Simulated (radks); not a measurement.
The numbers below are computed, except where a source is named.
Question: Ionisation of neutral iron, [Ar] 3d6 4s2, to Fe+, [Ar] 3d6 4s1, under several functionals. Dirac Kohn-Sham, spin-unpolarised, spherical densities, finite nucleus; open shells fill j = l - 1/2 first; a radial shooting solver on a logarithmic mesh with Libxc functionals. Known Delta-SCF values: revPBE 8.634 eV. What does LDA (Slater exchange, Perdew-Wang correlation) give, and what is its highest occupied eigenvalue?

Answer: 8.970 eV by Delta-SCF; the 4s1/2 eigenvalue is -5.479 eV. NIST: 7.902 eV (measured).

Beside tabulated values, note that spin-unpolarised runs miss the spin-polarisation part of the exchange energy of open shells.
